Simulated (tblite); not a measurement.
Compound: C₅H₃N₃O₂.
Bonds: C1–C2, C2–O3 (double), C2–C4, C4–N5 (aromatic), N5–N6 (aromatic), N6–C7 (aromatic), C7–C8, C8–N9 (triple), C7–O10 (aromatic), C4–O10 (aromatic). Hydrogens: H11, H12, H13 on C1.

Computed geometry: GFN2-xTB, gas phase.

Some entries are withheld. Bonds in one row agree within 0.01 Å.

```
            coordinate    value
                 C1–C2  1.495 Å
                 C2=O3        ?
                 C2–C4  1.488 Å
                 C4–N5  1.305 Å
                 N5–N6        ?
                 N6–C7  1.308 Å
                 C7–C8        ?
                 C8≡N9  1.143 Å
                C7–O10        ?
                C4–O10  1.344 Å
C1–H11, C1–H12, C1–H13  1.087 Å
              C1–C2–O3        ?
              C1–C2–C4        ?
              O3–C2–C4   121.2°
              C2–C4–N5   126.7°
             C2–C4–O10   122.1°
             N5–C4–O10   111.2°
              C4–N5–N6        ?
              N5–N6–C7   106.8°
              N6–C7–C8   126.5°
             N6–C7–O10   111.6°
             C8–C7–O10   121.9°
              C7–C8–N9   179.8°
             C4–O10–C7   102.7°
```

Fill in the missing values.

- C2=O3 = 1.203 Å, drawn double (ketone carbonyl carbon to ketone oxygen); 0.19 Å below the sum of covalent radii, 1.39 Å.
- N5–N6 = 1.324 Å, aromatic (both ends pyridine-type nitrogen); 0.10 Å below the sum of covalent radii, 1.42 Å.
- C7–C8 = 1.411 Å, drawn single (substituted aromatic carbon to nitrile carbon); 0.01 Å below the sum of covalent radii, 1.42 Å.
- C7–O10 = 1.343 Å, aromatic (substituted aromatic carbon to furan-type oxygen); 0.05 Å below the sum of covalent radii, 1.39 Å.
- C1–C2–O3 = 125.9°, at the ketone carbonyl carbon; the outer atoms are 2.406 Å apart.
- C1–C2–C4 = 112.9°, at the ketone carbonyl carbon; the outer atoms are 2.486 Å apart.
- C4–N5–N6 = 107.6°, at the pyridine-type nitrogen, inside a 5-membered ring; the outer atoms are 2.123 Å apart.

Radii are Cordero's, carbon taken as 0.76, 0.73 or 0.69 Å for four, three, and two or fewer neighbours.

Its GFN2-xTB frequencies are all real (lowest 29 cm⁻¹). The numbers are those of one conformer (C1–C2–C4–N5 0°).
